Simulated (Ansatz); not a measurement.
| atom | x (Å) | y (Å) | z (Å) |
| --- | --- | --- | --- |
| C | 0.0000 | 0.0000 | 0.0000 |
| C | 0.0000 | 0.0000 | 1.4916 |

Basis set: STO-3G (spherical functions). Frozen core: 2 orbitals. Charge 0, multiplicity 1.

Computed with Ansatz (development build ahead of 0.2.0); the reference of a correlated method needn't be the lowest determinant of its kind. Restricted open shells among the atoms or ions are ROHF, correlated in semicanonical orbitals with singles.

Task: Give the atomization energy at this shape (free ground-state atoms in the same class of orbitals less the molecule, no zero-point energy) of singlet C2 by RHF-CCSD(T), RHF-CCSD.

Result:

```json
{"method": "RHF-CCSD(T)", "atomization energy": "502.4 kJ/mol"}
{"method": "RHF-CCSD", "atomization energy": "463.5 kJ/mol"}
```

Caution: an unrestricted determinant lies well below; large amplitudes, a single reference is doubtful; other determinants can give a lower correlated total; the program doubts this total; the reference determinant was not shown to be the lowest.

This basis has no polarisation functions and is too small for such energies, which can lie far from measured ones in either direction.
